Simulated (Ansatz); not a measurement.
Consider the formal exchange of groups at the Se–Si bond: `OP[SiH2][SeH]` + `[SiH3]P` → `P[SiH2][SeH]` + `OP[SiH3]`.

Isolated molecules relaxed with PBE0-D4/def2-TZVP in Ansatz; ΔE leaves out vibrations. CCSD(T)/CBS adds triple-zeta CCSD(T) − MP2 to the extrapolated MP2 energy (def2 sets, frozen cores). This one scheme is used for every species. DFT in def2-TZVPP. B3LYP here is the variant with VWN-RPA as its local correlation; programs differ in this. HSE06 is defined as in plane-wave codes. For Se outer-core shells are correlated without core-valence functions, which leaves a few kJ/mol of doubt a bond. Scalar relativity is left out up to krypton. One conformer a species, not always the lowest.

`OP[SiH2][SeH]`:

Z-matrix (Å, degrees):
```
Si
P 1 2.260
Se 1 2.280 2 109.9
H 1 1.489 2 107.3 3 121.8
H 1 1.485 2 113.4 3 -116.2
O 2 1.661 1 99.4 3 74.1
H 2 1.426 1 93.1 3 173.5
H 3 1.470 1 92.9 2 59.9
H 6 0.960 2 109.3 1 -131.8
```

`[SiH3]P`:

Z-matrix (Å, degrees):
```
Si
P 1 2.255
H 1 1.487 2 113.9
H 1 1.486 2 108.0 3 -121.2
H 1 1.486 2 108.0 3 121.2
H 2 1.421 1 93.8 3 -46.7
H 2 1.421 1 93.8 3 47.0
```

`P[SiH2][SeH]`:

Z-matrix (Å, degrees):
```
Si
Se 1 2.282
P 1 2.247 2 109.8
H 1 1.485 2 110.7 3 -119.8
H 1 1.485 2 110.7 3 119.8
H 2 1.470 1 93.9 3 179.8
H 3 1.421 1 93.5 2 46.9
H 3 1.421 1 93.5 2 -47.0
```

`OP[SiH3]`:

Cartesian coordinates in Å:
```
O -0.275 0.111 -1.863
P 0.410 0.969 -0.609
Si -0.215 -0.358 1.111
H -0.604 0.727 -2.522
H 1.728 0.422 -0.640
H 0.602 0.059 2.284
H 0.006 -1.801 0.831
H -1.653 -0.130 1.408
```

```tsv
level	ΔE (eV)
r2SCAN-D4	0.02
ωB97M-V	0.01
revPBE	0.02
B3LYP	0.01
HSE06	0.01
CAM-B3LYP	0.01
MP2/def2-TZVPP	0.01
CCSD/CBS(def2)	0.01
```

Task: What does CCSD(T)/CBS give? (Best estimate.)

Result: Computed: +0.01 eV. The listed levels differ from it by 0.01, 0.00, 0.01, 0.00, 0.00, 0.00, 0.00, 0.00 eV.

Task: What do rigid-rotor, harmonic-oscillator terms from PBE0-D4/def2-TZVP frequencies (298.15 K, 1 bar) make of the CCSD(T)/CBS value? (Estimate.)

Result: Ansatz gave: ΔZPE = 0.00 eV, ΔH = +0.01 eV, ΔS = 0 J/(mol·K), ΔG = +0.01 eV.

Largest T1 diagnostic among the species: 0.013.

Leaving LDA and LC-ωPBE aside and taking each functional with its dispersion term where it has one, the values, not all of them listed here, spread over 0.01 eV, from PBE-QIDH to BLYP-D4.
